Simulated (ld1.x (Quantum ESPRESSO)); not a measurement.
Which change was made? (V, PAW)

- Element: vanadium
- Generator: ld1.x (Quantum ESPRESSO) 7.5
- Type: PAW
- Functional: PBE
- Relativity: scalar-relativistic
- Frozen core: [Ar]
- Valence charge: 5
- Reference configuration: 3d3 4s1.75 4p0.25
- Partial waves: 4s (bound): rcut 2.00, rcutus 2.50 bohr; 4s channel at 0.4 Ry: rcut 2.00, rcutus 2.50 bohr; 4p (bound): rcut 2.35, rcutus 2.95 bohr; 4p channel at 1.3 Ry: rcut 2.35, rcutus 2.95 bohr; 3d (bound): rcut 1.40, rcutus 1.85 bohr; 3d channel at 2.15 Ry: rcut 1.40, rcutus 1.85 bohr
- Local potential: all-electron potential smoothed inside 2.50 bohr (lloc = -1)
- Core correction: a·sin(br)/r model core, default radius (ld1.x builds one for every PAW set, though the input has nlcc=.false.)
- Augmentation charge: BESSEL, radius 1.30 bohr

Cutoffs, loose and tight: the cutoffs (Ry, on a coarse ladder) from which the occupation-weighted sum of valence levels, in a spherical-Bessel basis at the reference potential, stays within 10 and 1 mRy of its value at 400 Ry. They do not see the model core or the augmentation charge, which bear on the density cutoff. Test errors are all-electron minus pseudo excitation energies from the reference, over the configurations 3d3 4s2 4p0; 3d3 4s1 4p0; 3d3 4s0 4p0; 3d3 4s1.5 4p0; 3d2 4s2 4p0; 3d2 4s0 4p0; 3d3 4s1 4p1; variants that change the core or the reference have their own tests. The largest error is taken over the tests solved by every variant that gives reliable tests at all, those not shown here included: 3d2 4s2 4p0; 3d3 4s0 4p0; 3d3 4s1 4p0; 3d3 4s1.5 4p0; 3d3 4s2 4p0.

The base gives: outcome: generated; cutoff, loose: 30 Ry; cutoff, tight: 45 Ry; bound ghosts: none; largest test error (meV): -242.

(1) After one change the result is: outcome: generated; cutoff, loose: 12 Ry; cutoff, tight: 18 Ry; bound ghosts: none; largest test error (meV): -244. Which change was it?
A. waves 3d (bound): rcut 1.40, rcutus 2.48 bohr; 3d channel at 2.15 Ry: rcut 1.40, rcutus 2.48 bohr
B. waves 3d (bound): rcut 1.40, rcutus 1.68 bohr; 3d channel at 2.15 Ry: rcut 1.40, rcutus 1.68 bohr
C. waves 3d (bound): rcut 1.40, rcutus 2.76 bohr; 3d channel at 2.15 Ry: rcut 1.40, rcutus 2.76 bohr

Results:

(1) C. The others give: waves 3d (bound): rcut 1.40, rcutus 2.48 bohr; 3d channel at 2.15 Ry: rcut 1.40, rcutus 2.48 bohr → outcome: generated; cutoff, loose: 15 Ry; cutoff, tight: 18 Ry; bound ghosts: none; largest test error (meV): -245 | waves 3d (bound): rcut 1.40, rcutus 1.68 bohr; 3d channel at 2.15 Ry: rcut 1.40, rcutus 1.68 bohr → outcome: generated; cutoff, loose: 35 Ry; cutoff, tight: 55 Ry; bound ghosts: none; largest test error (meV): -242.
